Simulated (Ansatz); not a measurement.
`C[O][InH][NH2]` → `[NH2][InH2]` + `C=O` at 600 K and 1 bar (β-hydride elimination).

Gas-phase electronic energies from Ansatz, PBE0-D4/def2-TZVP geometries. CBS: MP2 limit from def2 TZ/QZ plus the TZ coupled-cluster correction, frozen cores. This one scheme is used for every species. def2 core potentials past Kr. For In outer-core shells are correlated without core-valence functions, which leaves a few kJ/mol of doubt a bond. One conformer a species, not always the lowest.

```json
{"species": "`C[O][InH][NH2]`", "CCSD(T)/CBS energy (Eh)": "-361.35091", "H − E (kJ/mol)": "250.0", "S (J/(mol·K))": "452.6"}
{"species": "`[NH2][InH2]`", "CCSD(T)/CBS energy (Eh)": "-246.90424", "H − E (kJ/mol)": "135.4", "S (J/(mol·K))": "338.1"}
{"species": "`C=O`", "CCSD(T)/CBS energy (Eh)": "-114.39408", "H − E (kJ/mol)": "92.5", "S (J/(mol·K))": "246.7"}
```

H − E and S are ideal-gas, rigid-rotor, harmonic terms from PBE0-D4/def2-TZVP, for one conformer and one mirror image of each species. 1 Eh = 2625.50 kJ/mol, R = 8.31446 J/(mol·K).

By hand: ΔE, ΔH, ΔS and ΔG.

ΔE = (-246.90424) + (-114.39408) − (-361.35091) = 0.05259 Eh = 138.1 kJ/mol. Δ(H − E) = 135.4 + 92.5 − 250.0 = -22.1, so ΔH = 116.0 kJ/mol. ΔS = 338.1 + 246.7 − 452.6 = 132.2 J/(mol·K). ΔG = 116.0 − 600 × (132.2)/1000 = 36.7 kJ/mol.

By hand: the equilibrium constant, and the temperature at which ΔG would vanish if ΔH and ΔS stayed fixed.

log₁₀ K = −ΔG/(RT ln 10) = -3.2. ΔG = 0 at ΔH/ΔS = 877 K.

The number of gas molecules changes by +1, which sets the sign of ΔS. A doubt of 5 kJ/mol in ΔE shifts log₁₀ K by 0.4 here. Other conformers and mirror images would add mixing entropy, several J/(mol·K) or more a flexible species. Modes under 60 cm⁻¹, often nearly free rotors, make the harmonic entropy too high. These are equilibria of isolated gas molecules and say nothing of rates. Largest T1 diagnostic: 0.016 (customary marks: 0.02 for closed shells, 0.045 for open ones).
